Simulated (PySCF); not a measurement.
How exact exchange moves a shielding

Molecule: `[PH2+](B)[BH2-]C#C`, C2H7B2P.

Geometry (Å), atoms numbered from 1 in this order:
```xyz
12

B    -1.8714    1.0370    0.2587
P    -0.8231   -0.4581   -0.2646
B     0.8548   -0.5327    0.8226
C     1.6446    0.7395    0.3995
C     2.2270    1.7474    0.0376
H    -2.6656    0.8911    1.1499
H    -1.6476    2.1084   -0.2352
H    -1.6212   -1.6205   -0.1470
H    -0.5821   -0.3805   -1.6555
H     1.3244   -1.6020    0.4647
H     0.4416   -0.5497    1.9710
H     2.7622    2.6280   -0.2663
```

GIAO shieldings (ppm, equivalent atoms averaged) in PySCF on the PBE0-D3(BJ)/def2-SVP geometry, basis pcSseg-2, gas phase, non-relativistic:

```tsv
functional	exact exchange (%)	σ(B1)	σ(B3)	σ(C4)	σ(C5)
BLYP	0	-11.3	131.6	74.4	82.3
BP86	0	-7.7	134.7	78.6	84.0
PBE	0	-10.4	134.8	77.7	83.5
PBE0	25	-2.4	141.1	83.9	87.4
mPW1PW91	25	-1.2	140.5	83.7	87.1
BHandHLYP	50	4.0	142.6	85.3	88.3
HF	100	23.2	150.2	95.1	93.7
```

(1) Fit each shielding as a line in the percentage of exact exchange.

(2) What does the line predict for B3LYP (20 %), and what does the run give?

Results:

(1) σ(B1) = -10.1 + 0.32 x (rms 1.4 ppm); σ(B3) = 134.7 + 0.16 x (rms 1.6 ppm); σ(C4) = 77.6 + 0.18 x (rms 1.6 ppm); σ(C5) = 83.7 + 0.10 x (rms 0.8 ppm). The functionals also differ in their semilocal parts, which the line can't hold; Hartree–Fock has no correlation at all.

(2) σ(B1): -3.7 predicted, -5.4 computed; σ(B3): 137.9 predicted, 136.9 computed; σ(C4): 81.2 predicted, 79.5 computed; σ(C5): 85.7 predicted, 85.2 computed ppm.
